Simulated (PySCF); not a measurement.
Delta-SCF ions had no search for a lower state. Excitations are Tamm–Dancoff values on a coarser integration grid. The basis has no diffuse functions, so Rydberg states are missing or too high.

**C5H6, SMILES `C#CC1CC1` (charge 0, multiplicity 1)**

All values below come from ωB97X-D3(BJ)/def2-TZVP // B3LYP-D3(BJ)/def2-TZVP (PySCF).

The HOMO is -9.57 eV and the dipole moment comes out as 0.95 D. The LUMO is 2.97 eV and the HOMO–LUMO gap is 12.54 eV. The S1 excitation (TDA) is 6.36 eV. The S1 oscillator strength is 0.000 and the T1 excitation (TDA) is 5.51 eV. The S1–T1 gap (TDA) is 0.84 eV and the vertical ionisation energy (Delta-SCF) is 9.52 eV. The total energy is -194.2077 Ha and the cost comes out as very roughly 3 core-minutes.

Bond lengths (Å): C1–C2 1.201, C1–H6 1.062, C2–C3 1.433, C3–C4 1.516, C3–C5 1.516, C3–H7 1.083, C4–C5 1.495, C4–H8 1.081, C4–H9 1.081, C5–H10 1.081, C5–H11 1.081. Angles (°): C2–C1–H6 179.8, C1–C2–C3 179.6, C2–C3–C4 119.9, C2–C3–C5 119.9, C2–C3–H7 114.8, C4–C3–C5 59.1, C4–C3–H7 116.0, C5–C3–H7 116.0, C3–C4–C5 60.4, C3–C4–H8 116.8, C3–C4–H9 117.1, C5–C4–H8 118.1, C5–C4–H9 118.6, H8–C4–H9 115.0, C3–C5–C4 60.4, C3–C5–H10 117.1, C3–C5–H11 116.8, C4–C5–H10 118.6, C4–C5–H11 118.1, H10–C5–H11 115.0.
